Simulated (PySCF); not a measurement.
Lowest empty level (eV) of eight silicon and germanium compounds: PBE beside B3LYP, computed with PySCF for isolated molecules in the bases named; differences from unrounded values. The eight are the first of their class met in an unordered collection, after screening for sound electronic states; none was chosen by its value. Each molecule has one DFT geometry for both levels.

```csv
molecule,basis,B3LYP,PBE,difference
"C3H7NSi, SMILES C(#C)[SiH2]CN",def2-TZVP,-0.35,-1.07,-0.72
"Si(H)(F)2(OEt) (C2H6F2OSi), SMILES C(O[SiH](F)F)C",def2-TZVP,0.76,0.23,-0.53
"CH₇FOSi₂, SMILES CO[Si@@H](F)[SiH3]",def2-TZVP,-0.33,-1.00,-0.68
"CH7GeNO, SMILES [GeH2]([OH])[NH]C",def2-TZVP,0.25,-0.28,-0.52
"CH7NSi3, SMILES [SiH3][Si@H]1N=C[SiH2]1",def2-TZVP,-1.55,-2.42,-0.88
"F₂H₂OSeSi, SMILES F[Si](F)([SeH])O",def2-TZVP,-0.57,-1.17,-0.60
"C₂H₅ClFNSi, SMILES C(=C\[Si@H](N)Cl)/F",def2-TZVP,-0.88,-1.61,-0.73
"C2H10ClNSi2, SMILES N(C)[Si@@H](Cl)C[SiH3]",def2-TZVP,0.21,-0.35,-0.56
```

PBE lies below B3LYP in 8 and above it in 0 of the eight; the mean signed difference is -0.65 and the largest -0.88 eV.
